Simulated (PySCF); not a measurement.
## Electron correlation in Se²⁷⁺ (selenium, charge +27)

Starting occupation: [He] 2s2 2p3, 2p1/2 with m_j = -1/2, +1/2, 2p3/2 with m_j = +3/2. All numbers are calculated (PySCF 2.14, X2C-1e with screened-nucleus spin-orbit coupling, Gaussian nucleus, in an uncontracted even-tempered set (17 s from 9 bohr⁻², ratio 2.4; 12 p from 12 bohr⁻², ratio 2.4; 5 d from 43 bohr⁻², ratio 2.6; 4 f from 64 bohr⁻², ratio 2.6)). Frozen: nothing; 7 electrons correlated; the 34 highest virtual spinors left out.

MP2 pair energies summed by pair of shells (mhartree):

```json
{"pair": "2p1/2-2s1/2", "energy": "-50.38", "share (%)": "19.7"}
{"pair": "2s1/2-2s1/2", "energy": "-43.32", "share (%)": "17.0"}
{"pair": "1s1/2-1s1/2", "energy": "-41.80", "share (%)": "16.4"}
{"pair": "2p3/2-2s1/2", "energy": "-29.88", "share (%)": "11.7"}
{"pair": "2p1/2-2p1/2", "energy": "-29.60", "share (%)": "11.6"}
{"pair": "2p1/2-2p3/2", "energy": "-22.66", "share (%)": "8.9"}
{"pair": "1s1/2-2p1/2", "energy": "-17.06", "share (%)": "6.7"}
{"pair": "1s1/2-2s1/2", "energy": "-12.05", "share (%)": "4.7"}
{"pair": "1s1/2-2p3/2", "energy": "-8.40", "share (%)": "3.3"}
```

Total MP2 correlation energy: -255.15 mhartree.

At this charge the one-electron X2C treatment keeps the bare 1/r₁₂, with no two-electron picture change or Breit term. That inflates the 1s pair energies well beyond their four-component values.
